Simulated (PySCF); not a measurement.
**A search over the determinants of AlBi**

Unrestricted PBE0; basis Al def2-SVPD, Bi def2-SVPD with ECP60; scalar-relativistic core potentials; PySCF 2.14. Outer shells of the fragments: Al 3s2 3p1; Bi 5d10 6s2 6p3.

Followed along the bond (rough minima from three points):

```csv
2Ms+1,unpaired,⟨S²⟩ at the start,R at minimum (Å),Te (eV)
3,π ↑↑,2.01,2.83,0.00
3,"σ ↑, π ↑",2.02,2.59,0.15
1,π ↑↓,1.00,2.83,0.29
1,"σ ↓, π ↑",1.02,2.57,0.30
1,none,0.00,2.82,1.05
```

Solutions found at the starting distance of 2.655 Å, counted from the lowest of them; the search is not exhaustive and high or unbound solutions are not listed, so other states can lie among these:

```csv
2Ms+1,unpaired,term,E (eV),⟨S²⟩,⟨Lz²⟩,μ (D)
3,π ↑↑,³Σ⁻,0.00,2.01,0.00,0.22
3,"σ ↑, π ↑",³Π,0.08,2.02,1.01,-1.44
1,"σ ↓, π ↑",mixed,0.24,1.02,1.01,-1.50
1,π ↑↓,mixed,0.29,1.00,2.01,0.30
1,none,mixed,1.04,0.00,2.00,0.57
1,none,¹Σ⁺,1.18,0.00,0.00,-2.52
5,"σ ↑, π ↑↑↑",⁵Π,1.45,6.01,1.01,1.31
3,"σ ↓, π ↑↑↑",mixed,2.06,3.02,1.01,1.52
5,"σ ↑↑, π ↑↑",⁵Σ⁻,3.47,6.00,0.00,-0.54
5,π ↑↑↑↑,⁵Σ⁺,4.23,6.08,0.00,2.64
5,"σ ↑↑, π ↑↑",mixed,4.44,6.06,2.01,-0.26
```

A term symbol is given only where ⟨S²⟩ and ⟨Lz²⟩ are close to those of a pure state; real π, δ and φ orbitals otherwise mix terms. A positive dipole means Al(−)Bi(+).

Problem. Compare the gap between the two lowest followed solutions at the starting distance with the gap between their minima.

Solution. At PBE0 the second solution (triplet, unpaired electrons σ ↑, π ↑) lies +0.08 eV from the first (triplet, unpaired electrons π ↑↑) at 2.655 Å and +0.15 eV at the minima; the two curves relax by different amounts, since their minima lie near 2.59 and 2.83 Å.

These are scalar-relativistic numbers at best; spin–orbit coupling would shift them, the dissociation energy most.
